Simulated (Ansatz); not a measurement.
One change: `[NH2][Al]([F])[SiH3]` becomes `C[SiH2][Al]([F])[SiH3]`.

Ansatz, PBE0-D4/def2-TZVP geometries, multiplicity 1. Each molecule was computed in one conformer, which needn't be the lowest.

```
                                      property  `[NH2][Al]([F])[SiH3]`
           HOMO–LUMO gap (PBE/def2-TZVPP) / eV                    4.77
           HOMO energy (B3LYP/def2-TZVPP) / eV                   -7.54
size of the dipole moment (PBE/def2-TZVPP) / D                    2.12
         LUMO energy (ωB97M-V/def2-TZVPP) / eV                    0.81
             HOMO energy (PBE/def2-TZVPP) / eV                   -6.39
           LUMO energy (B3LYP/def2-TZVPP) / eV                   -1.05
```

Question: What does the change do to each property? (Best estimate.)

Answer: The calculation gave: 
```
                                      property  `C[SiH2][Al]([F])[SiH3]`  shift
           HOMO–LUMO gap (PBE/def2-TZVPP) / eV                      3.32  -1.45
           HOMO energy (B3LYP/def2-TZVPP) / eV                     -6.89   0.65
size of the dipole moment (PBE/def2-TZVPP) / D                      2.00  -0.12
         LUMO energy (ωB97M-V/def2-TZVPP) / eV                     -0.34  -1.15
             HOMO energy (PBE/def2-TZVPP) / eV                     -6.05   0.34
           LUMO energy (B3LYP/def2-TZVPP) / eV                     -2.17  -1.12
```

With PBE0 the HOMO rises by 0.71 eV and the LUMO falls by 1.13 eV, so the gap narrows by about 1.84 eV. PBE moves the HOMO by 0.34 eV and ωB97M-V by 1.16 eV. Dipoles are sizes alone; their direction can turn.

B3LYP here is the variant with VWN-RPA as its local correlation; programs differ in this.
